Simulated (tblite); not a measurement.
Cl3Ga, singlet, geometry from GFN2-xTB (such geometries of metal compounds can be far from the true shape); GFN1-xTB (tblite).

Here is a job for tblite.
```
$ tblite run mol.xyz --method gfn1 --charge 0 --spin 0 --etemp 2000 --json tblite.json --no-restart

# file mol.xyz
4

Ga     0.00000000     0.00000000    -0.00000000
Cl    -1.75999983    -1.10581726    -0.20820478
Cl     0.10032532     1.95214694    -0.73677512
Cl     1.65967451    -0.84632969     0.94497990
```

**Question.** Write the output that tblite gives for this input, abridged.

**Answer.** 
```
xTB calculator
 | screened Coulomb repulsion
 | Coulomb electrostatics
 |  * isotropic Klopman-Ohno-Mataga-Nishimoto electrostatics
 |  * onsite third-order electrostatics
 | DFT-D3(BJ) dispersion correction

halogen bonding energy    0.0000000000000E+00 Eh
repulsion energy          3.1643566221591E-02 Eh
dispersion energy        -1.7839480632888E-03 Eh
number of electrons       2.4000000000000E+01 e
integral cutoff           4.0000000000000E+01 bohr

------------------------------------------------------------
  cycle        total energy    energy error   density error
------------------------------------------------------------
      1     -14.25742003811  -1.4287280E+01   3.9700819E-01
      2     -14.26780421751  -1.0384179E-02   2.2009209E-01
      3     -14.26701145207   7.9276544E-04   5.8253249E-02
      4     -14.25143524191   1.5576210E-02   1.5979793E-01
      5     -14.26966517590  -1.8229934E-02   7.6200560E-03
      6     -14.26971979163  -5.4615735E-05   2.2687058E-04
      7     -14.26971845402   1.3376078E-06   1.2039182E-03
      8     -14.26971978881  -1.3347857E-06   1.2749067E-04
      9     -14.26971980293  -1.4116427E-08   2.0600827E-05
     10     -14.26971980330  -3.7454662E-10   1.5558517E-08
------------------------------------------------------------

electronic energy        -1.4299579421458E+01 Eh
total energy             -1.4269719803300E+01 Eh

Post processing:
 | Mayer-Wiberg bond orders

[Info] JSON dump of results written to 'tblite.json'
```
